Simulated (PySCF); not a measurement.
# Radial density of Co (cobalt, neutral)

UHF, [Ar] 3d8 4s1, high-spin 4F determinant (an excited configuration). Calculation: PySCF 2.14, in def2-QZVPPD; the non-relativistic Hamiltonian (point nucleus).

| r (bohr) | 4πr²ρ (e/bohr) | 4πr²(ρα − ρβ) |
| --- | --- | --- |
| 0.000999 | 0.1587 | 0.0000 |
| 0.00168 | 0.4327 | 0.0001 |
| 0.00283 | 1.151 | 0.0002 |
| 0.00475 | 2.934 | 0.0005 |
| 0.00799 | 6.971 | 0.0012 |
| 0.0134 | 14.72 | 0.0026 |
| 0.0226 | 25.52 | 0.0041 |
| 0.0380 | 32.39 | 0.0041 |
| 0.0640 | 27.94 | 0.0029 |
| 0.108 | 27.23 | 0.0231 |
| 0.181 | 36.50 | 0.1514 |
| 0.304 | 21.27 | 0.6623 |
| 0.512 | 16.10 | 1.6637 |
| 0.861 | 15.90 | 1.6875 |
| 1.45 | 4.546 | 0.7967 |
| 2.44 | 0.9508 | 0.4338 |
| 4.10 | 0.2484 | 0.2095 |
| 6.90 | 0.02353 | 0.0231 |
| 11.6 | 0.0001159 | 0.0001 |
